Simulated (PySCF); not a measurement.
Method: PBE0-D3(BJ)/def2-SVP geometry optimisation, gas phase in PySCF. One conformer each, none proved a minimum here. Atom numbers follow the mapped SMILES.

Question: Order the C–C distances, shortest first.
A. C5–C6 in `[CH2:1]=[CH:2][CH2:3][CH2:4][CH2:5][C:6](=[O:7])[N:8]([CH3:9])[CH3:10]` with C1–C2–C3–C4 119°, C2–C3–C4–C5 178°, C3–C4–C5–C6 -72°, C4–C5–C6–O7 -5°, C5–C6–N8–C9 0°
B. C3–C4 in `[BH2:1][C@H:2]1[CH2:3][CH:4]=[CH:5][CH2:6][CH2:7][CH2:8]1` with H–B1–C2–C3 26° and -160°, B1–C2–C3–C4 61°, C2–C3–C4–C5 57°, C4–C5–C6–C7 -57°, C5–C6–C7–C8 71°
C. C5–C6 in `[CH3:1][C:2]1=[CH:3][C@@:4]2([CH:5]=[CH:6]1)[CH2:7][C@H:8]2[CH3:9]`
D. C3–C4 in `[CH3:1][c:2]1[cH:3][cH:4][p:5][cH:6][c:7]1[CH3:8]`

Answer: C (1.352 Å), D (1.390 Å), B (1.505 Å), A (1.523 Å).

- 1.352 Å: drawn double, both ends alkene CH carbon, in a 5-membered ring
- 1.390 Å: aromatic, both ends aromatic CH carbon, in a 6-membered ring
- 1.505 Å: drawn single, allylic carbon to alkene CH carbon, in a 7-membered ring
- 1.523 Å: drawn single, sp3 carbon next to a carbonyl to amide carbonyl carbon

Question: Order these C–C–C angles, narrowest first.
A. C5–C6–C7 in `[BH2:1][C@H:2]1[CH2:3][CH:4]=[CH:5][CH2:6][CH2:7][CH2:8]1` with H–B1–C2–C3 26° and -160°, B1–C2–C3–C4 61°, C2–C3–C4–C5 57°, C4–C5–C6–C7 -57°, C5–C6–C7–C8 71°
B. C1–C2–C7 in `[CH3:1][c:2]1[cH:3][cH:4][p:5][cH:6][c:7]1[CH3:8]`
C. C2–C3–C4 in `[CH2:1]=[CH:2][CH2:3][CH2:4][CH2:5][C:6](=[O:7])[N:8]([CH3:9])[CH3:10]` with C1–C2–C3–C4 119°, C2–C3–C4–C5 178°, C3–C4–C5–C6 -72°, C4–C5–C6–O7 -5°, C5–C6–N8–C9 0°

Answer: C (112.7°), A (115.8°), B (119.7°).
